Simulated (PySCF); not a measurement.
## Telling isomers of C$_{5}$H$_{14}$OSi$_{3}$ apart by NMR

Level of theory: NMR shieldings at PBE0/pcSseg-1/GIAO, geometry from GFN2-xTB, in PySCF 2.14 (relativity neglected, one conformer, in vacuum, rapidly exchanging positions averaged).

Scale: $^{1}$H and $^{13}$C against TMS (reference shieldings calculated alike). Where no couplings were computed, multiplicities follow the n + 1 count of equivalent neighbours, and m marks all less simple cases (inequivalent or close neighbours, rings, F or P nearby). Shifts are as computed. Against solution values, carbons near 30 ppm lie about +3 ppm off and those near 130 ppm about +5 ppm. Of 1211 compounds with measured shifts, 218 miss one by over three times the rms of a fit or turn the order of signals round; such compounds aren't used in these exercises. OH and NH positions are gas-phase values without hydrogen bonding to other molecules.

(1) Tabulate the signals of `OCCC1=C(C[SiH3])[SiH2][SiH2]1`, `C[C@@H]1[SiH2]C[C@H]2[SiH2]O[SiH2][C@@H]12`, `[SiH3][C@@H]1CC[C@@H]2[SiH2]O[SiH2][C@H]12` and their relative energies.

(2) What is the quickest way to tell OCCC1=C(C[SiH3])[SiH2][SiH2]1 from C[C@@H]1[SiH2]C[C@H]2[SiH2]O[SiH2][C@@H]12?

(3) What is the quickest way to tell OCCC1=C(C[SiH3])[SiH2][SiH2]1 from [SiH3][C@@H]1CC[C@@H]2[SiH2]O[SiH2][C@H]12?

(4) What is the quickest way to tell C[C@@H]1[SiH2]C[C@H]2[SiH2]O[SiH2][C@@H]12 from [SiH3][C@@H]1CC[C@@H]2[SiH2]O[SiH2][C@H]12?

Results:

(1) 
```json
{"SMILES": "OCCC1=C(C[SiH3])[SiH2][SiH2]1", "carbon types": "2×C 3×CH2", "δC": "175.4, 168.1, 63.5, 41.1, 19.8", "δH": "4.73 (m, 2H), 4.70 (m, 2H), 3.93 (t, 3H), 3.89 (t, 2H), 2.58 (t, 2H), 2.31 (q, 2H), 1.06 (br s, 1H)", "E rel. (kcal/mol)": "77.9"}
{"SMILES": "C[C@@H]1[SiH2]C[C@H]2[SiH2]O[SiH2][C@@H]12", "carbon types": "3×CH 1×CH2 1×CH3", "δC": "44.1, 34.0, 23.3, 20.0, 9.6", "δH": "5.23 (m, 1H), 5.11 (m, 1H), 5.00 (m, 1H), 4.84 (m, 1H), 4.43 (m, 1H), 4.05 (m, 1H), 2.25 (m, 1H), 1.38 (m, 1H), 1.27 (m, 3H), 1.17 (m, 1H), 1.14 (m, 1H), 1.05 (m, 1H)", "E rel. (kcal/mol)": "0.0"}
{"SMILES": "[SiH3][C@@H]1CC[C@@H]2[SiH2]O[SiH2][C@H]12", "carbon types": "3×CH 2×CH2", "δC": "39.9, 34.4, 33.6, 32.1, 27.3", "δH": "5.25 (m, 1H), 5.10 (m, 1H), 5.06 (m, 1H), 5.04 (m, 1H), 3.81 (d, 3H), 2.18 (m, 1H), 2.17 (m, 1H), 2.03 (m, 1H), 1.78 (m, 1H), 1.66 (m, 1H), 1.65 (m, 1H), 1.47 (m, 1H)", "E rel. (kcal/mol)": "7.2"}
```

Energies are electronic energies at PBE0/pcSseg-1 on these geometries, without zero-point or thermal terms, each for the one conformer computed, which needn't be the lowest.

(2) Both give the same number of carbon signals, but DEPT or the intensities differ. The first has a fully substituted alkene carbon (C) at 175.4 ppm, the second an sp3 CH bonded to Si at 44.1 ppm. In the proton spectra the most deshielded non-exchanging signals are 4.73 (m, 2H) and 5.23 (m, 1H).

(3) Both give the same number of carbon signals, but DEPT or the intensities differ. The first has a fully substituted alkene carbon (C) at 175.4 ppm, the second an sp3 CH bonded to Si at 39.9 ppm. In the proton spectra the most deshielded non-exchanging signals are 4.73 (m, 2H) and 5.25 (m, 1H).

(4) Both give the same number of carbon signals, but DEPT or the intensities differ. The first has a methyl carbon (CH3) at 20.0 ppm, the second an sp3 CH2 in a ring at 33.6 ppm. Their most deshielded carbons lie at 44.1 and 39.9 ppm.
